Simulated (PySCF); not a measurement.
Species: C₇H₉NO.
Atom-mapped SMILES: `[CH3:1][O:2][CH2:3][c:4]1[cH:5][cH:6][cH:7][n:8][cH:9]1` (hydrogens: H10, H11, H12 on C1; H13, H14 on C3; H15 on C5; H16 on C6; H17 on C7; H18 on C9)

The same species was optimised twice, with GFN2-xTB and with PBE0-D3(BJ)/def2-SVP (PySCF), and the same property calculations (PySCF, gas phase) were run on both structures.

```
     coordinate  GFN2-xTB  PBE0-D3(BJ)/def2-SVP  change
      O2–C3 (Å)     1.408                 1.392  -0.016
      C1–O2 (Å)     1.402                 1.393  -0.009
      C7–N8 (Å)     1.322                 1.331  +0.009
      N8–C9 (Å)     1.319                 1.328  +0.009
      C4–C9 (Å)     1.392                 1.399  +0.007
      C6–C7 (Å)     1.386                 1.393  +0.007
      C5–C6 (Å)     1.385                 1.392  +0.007
      C4–C5 (Å)     1.389                 1.394  +0.005
      C3–C4 (Å)     1.502                 1.501  -0.001
   C1–O2–C3 (°)     112.9                 113.5    +0.6
   C7–N8–C9 (°)     118.2                 117.9    -0.3
   C4–C9–N8 (°)     123.7                 124.1    +0.4
   C3–C4–C5 (°)     121.4                 121.8    +0.4
   C5–C6–C7 (°)     118.4                 118.7    +0.3
   C3–C4–C9 (°)     121.0                 120.7    -0.3
   C4–C5–C6 (°)     119.0                 118.8    -0.2
   O2–C3–C4 (°)     110.4                 110.3    -0.1
C1–O2–C3–C4 (°)       179                  -178      +3
O2–C3–C4–C5 (°)        26                    16     -10
```

Rotational constants: A = 4967, B = 914.4, C = 785.9 MHz (GFN2-xTB) against A = 4959, B = 914.9, C = 781.9 MHz (PBE0-D3(BJ)/def2-SVP). Point groups within 0.08 Å: C1 and C1. Atoms that the bonding makes alike are paired by their places after alignment.

On the GFN2-xTB structure: HOMO (eV) -7.25 [PBE0/pcSseg-1]; LUMO (eV) -0.63 [PBE0/pcSseg-1]; dipole (D) 2.69 [PBE0/pcSseg-1]; GIAO shielding of C1 (ppm) 125.4 [PBE0/pcSseg-1]; GIAO shielding of O2 (ppm) 317.5 [PBE0/pcSseg-1]; GIAO shielding of C3 (ppm) 110.5 [PBE0/pcSseg-1]; GIAO shielding of C4 (ppm) 46.9 [PBE0/pcSseg-1]; GIAO shielding of C5 (ppm) 47.3 [PBE0/pcSseg-1]; GIAO shielding of C6 (ppm) 58.5 [PBE0/pcSseg-1]; GIAO shielding of C7 (ppm) 32.7 [PBE0/pcSseg-1]; GIAO shielding of N8 (ppm) -91.1 [PBE0/pcSseg-1].

Question: What do these properties become on the PBE0-D3(BJ)/def2-SVP structure?

Answer: 
| property | level | on GFN2-xTB | on PBE0-D3(BJ)/def2-SVP | change |
| --- | --- | --- | --- | --- |
| HOMO (eV) | PBE0/pcSseg-1 | -7.25 | -7.25 | 0.00 |
| LUMO (eV) | PBE0/pcSseg-1 | -0.63 | -0.64 | -0.01 |
| dipole (D) | PBE0/pcSseg-1 | 2.69 | 2.76 | +0.07 |
| energy, GFN2-xTB geometry as zero (kcal/mol) | PBE0/pcSseg-1 | 0.0 | -0.3 | -0.3 |
| GIAO shielding of C1 (ppm) | PBE0/pcSseg-1 | 125.4 | 125.0 | -0.4 |
| GIAO shielding of O2 (ppm) | PBE0/pcSseg-1 | 317.5 | 321.8 | +4.3 |
| GIAO shielding of C3 (ppm) | PBE0/pcSseg-1 | 110.5 | 111.5 | +1.0 |
| GIAO shielding of C4 (ppm) | PBE0/pcSseg-1 | 46.9 | 45.3 | -1.6 |
| GIAO shielding of C5 (ppm) | PBE0/pcSseg-1 | 47.3 | 46.5 | -0.8 |
| GIAO shielding of C6 (ppm) | PBE0/pcSseg-1 | 58.5 | 56.1 | -2.4 |
| GIAO shielding of C7 (ppm) | PBE0/pcSseg-1 | 32.7 | 30.8 | -1.9 |
| GIAO shielding of N8 (ppm) | PBE0/pcSseg-1 | -91.1 | -94.3 | -3.2 |

The heavy atoms differ by 0.066 Å rms after alignment (one structure mirrored). Among bonds between heavy atoms O2–C3 changes most (-0.016 Å). Changes are differences of the printed values. Neither structure is proved a minimum here.

Conformer computed: `[CH3:1][O:2][CH2:3][c:4]1[cH:5][cH:6][cH:7][n:8][cH:9]1`: C1–O2–C3–C4 -178°, O2–C3–C4–C5 16°.
